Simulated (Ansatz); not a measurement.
Isolated molecules relaxed with PBE0-D4/def2-TZVP in Ansatz; ΔE leaves out vibrations. CCSD(T)/CBS adds triple-zeta CCSD(T) − MP2 to the extrapolated MP2 energy (def2 sets, frozen cores). This one scheme is used for every species. DFT in def2-TZVPP. B3LYP here is the variant with VWN-RPA as its local correlation; programs differ in this. Each species was taken in one conformer, which may not be the lowest.

Consider the silylene formation by 1,1-elimination: `CBC[SiH2]F` → `CBCF` + `[SiH2]`.

`CBC[SiH2]F`:

Cartesian coordinates in Å:
```
C 0.504 -1.048 -1.597
B 0.733 -0.715 -0.094
C 0.585 0.707 0.501
Si -1.125 0.919 1.213
F -2.223 0.615 0.084
H 1.331 -1.650 -1.992
H 0.347 -0.187 -2.249
H -0.376 -1.700 -1.676
H 0.974 -1.620 0.662
H 0.724 1.517 -0.222
H 1.230 0.874 1.373
H -1.339 2.315 1.667
H -1.366 -0.025 2.332
```

`CBCF`:

Z-matrix (Å, degrees):
```
C
B 1 1.556
H 1 1.097 2 109.4
H 1 1.092 2 115.7 3 122.9
H 1 1.097 2 109.5 3 -114.0
C 2 1.557 1 120.1 3 -122.6
H 2 1.198 1 120.2 3 57.3
F 6 1.387 2 115.7 1 -180.0
H 6 1.101 2 109.7 1 -57.4
H 6 1.101 2 109.5 1 57.6
```

`[SiH2]`:

```xyz
3

Si    0.049   -0.672   -0.228
H    -0.089   -0.018    1.143
H     0.040    0.690   -0.915
```

| level | ΔE (eV) |
| --- | --- |
| B3LYP-D4 | 4.88 |
| B2PLYP | 4.94 |

(1) What does CCSD(T)/CBS give? (An estimate is asked.)

Largest T1 diagnostic among the species: 0.014.

Results:

(1) Computed: +5.06 eV. The listed levels differ from it by -0.18, -0.12 eV.

From BLYP to BHLYP (50 % exact exchange), in def2-TZVPP and without D4, ΔE moves by +0.39 eV. Leaving LDA and LC-ωPBE aside and taking each functional with its dispersion term where it has one, the values, not all of them listed here, spread over 0.53 eV, from BLYP-D4 to r2SCAN0-D4. LDA lies +0.38 eV from PBE without D4.

CCSD(T)/CBS has its own doubt, a few kJ/mol and more with outer-core shells, so smaller differences from it don't rank the levels.
